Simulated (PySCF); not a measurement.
Molecule: CH3Cl2F3Si2, SMILES [SiH](Cl)(C[Si](F)(F)F)Cl, singlet. Atoms near the plane z = 0.0 Å, at the PBE0/def2-SVP optimised geometry (x, y, z in Å): Si1 (0.9, -1.0, 0.0), F2 (2.4, -0.8, 0.0), C5 (0.0, 0.6, 0.0), Si6 (-1.9, 0.6, 0.0), H9 (0.3, 1.1, -0.9), H10 (0.3, 1.1, 0.9), H11 (-2.4, 1.9, 0.0).

Method: PBE0/def2-TZVP run with PySCF 2.14.0. Cells within 0.4 Å of a nucleus heavier than hydrogen are left out (blank, or x). The values are rescaled to run from 0 to 1.

```
|22222222222222222222222222222|
|22222222222222222222222222222|
|22222222222333333222222222222|
|22222223333333333332222222222|
|22222333333333333333222222221|
|22223455443333333333322222221|
|22234899754444444333322222211|
|22236999976554444433322222211|
|22348999999766665443322222111|
|22347999999999998543322221111|
|22359999999999999754322211111|
|23479999x99999x99964322111111|
|2348999xxx999xxx9985421100111|
|22479999xx999xx99998532100001|
|12369999999999999999999410000|
|12248999999999999999999940000|
|112358999999999999999xx991000|
|1112346899999999xx999xx990000|
|1111123456689999xx99999940000|
|11111122334699999999999400000|
|10001111223469999999963100000|
|11000111122346999999842100000|
|11000011111223468887532100000|
|11110111111111233443321111111|
|11111111111111111222211111111|
|11111111111000111111111111111|
|11111111100000001111111111111|
|11111111110000001111111111111|
|11111111110000001111111111111|
```
Scale: ten equal steps from 0.000 (start of '0') to 1.00 (end of '9'), in the order '0123456789'; x runs from -4.50 to 4.50, y from -4.50 (bottom) to 4.50 (top).

Task: Which quantity is mapped?
A) log10 of the electron density
B) an orbital amplitude
C) Laplacian of the electron density
D) electrostatic potential

Result: D, electrostatic potential. In full: electrostatic potential (hartree/e), clipped to [-0.08, 0.12].
